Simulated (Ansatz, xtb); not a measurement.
Relative energy of two structures of ClH4In2Si+

Structure X: a singlet given by its coordinates. Structure Y: a singlet given by its coordinates. Both are isolated ions in the gas phase, relaxed with BLYP-D3(BJ)/def2-SVP.

X (Å):

```xyz
8

Cl    2.2480    0.4169   -2.7314
In    3.8813    0.7100   -0.4077
In   -0.6117   -2.4366   -2.6440
Si    0.6282   -0.3645   -1.4338
H    -0.1133    0.8866   -1.0614
H     1.4735   -0.6892   -0.2039
H     0.1870   -2.8947   -4.1074
H    -1.9962   -2.9836   -1.7641
```

Close contacts (Å): Cl1–In2 2.86, Cl1–Si4 2.22, In3–Si4 2.70, In3–H7 1.73, In3–H8 1.73, Si4–H5 1.50, Si4–H6 1.53.

Y (Å):

```xyz
8

Cl   -2.7224   -1.3509    1.0811
In   -2.8942    0.7767   -0.4437
In   -4.4704   -3.0405    2.2847
Si   -0.3505    1.2496   -0.7795
H     0.1942    0.0127   -1.4167
H    -0.2050    2.4561   -1.6468
H     0.1920    1.4604    0.5967
H    -4.6137    0.9545   -0.5727
```

Close contacts (Å): Cl1–In2 2.62, Cl1–In3 2.71, In2–Si4 2.61, In2–H8 1.73, Si4–H5 1.49, Si4–H6 1.49, Si4–H7 1.49.

Problem. Estimate which is lower in electronic energy at CCSD(T)/def2-SVP + ΔMP2/def2-TZVPP, and by roughly how much.

Solution. The CCSD(T)/def2-SVP + ΔMP2/def2-TZVPP calculation puts structure Y lower, by 21.3 kcal/mol.

The same difference at several levels:

```tsv
level	geometry	E(Y) − E(X) (kcal/mol)	departure from the last row (kcal/mol)	job, with rough time for the two
BLYP-D3(BJ)/def2-SVP	BLYP-D3(BJ)/def2-SVP	−22.9	−1.6	optimisation, 2.7 min
HF/def2-SVP	BLYP-D3(BJ)/def2-SVP	−27.3	−6.0	part of the CCSD(T) run
MP2/def2-SVP	BLYP-D3(BJ)/def2-SVP	−23.8	−2.5	part of the CCSD(T) run
CCSD(T)/def2-SVP	BLYP-D3(BJ)/def2-SVP	−23.3	−2.0	single point
CCSD(T)/def2-SVP + ΔMP2/def2-TZVPP	BLYP-D3(BJ)/def2-SVP	−21.3		single point, 32 s
```

The levels shown agree on the order. The largest departure from CCSD(T)/def2-SVP + ΔMP2/def2-TZVPP is that of HF/def2-SVP, 6.0 kcal/mol. Levels run at GFN2-xTB geometries aren't shown. The last row adds to CCSD(T) the change of the MP2 difference between the two basis sets, here +2.0 kcal/mol.

With harmonic frequencies from BLYP-D3(BJ)/def2-SVP (ideal gas, rigid rotor, one conformer each, 298.15 K, 1 atm): on the last row, ΔE + ΔZPE = −20.2 kcal/mol. A mode under 50 cm⁻¹ makes harmonic enthalpies and free energies unreliable, so none is given.

The correlated steps freeze 18 core orbitals; the filled d shell of In is correlated, in a basis made for valence electrons. Atoms past krypton carry core potentials in the def2 sets and no spin–orbit term is included. Codes used: Ansatz 0.2.0; the last row on 2 threads of Intel(R) Xeon(R) Platinum 8488C (Sapphire Rapids) on a shared host.
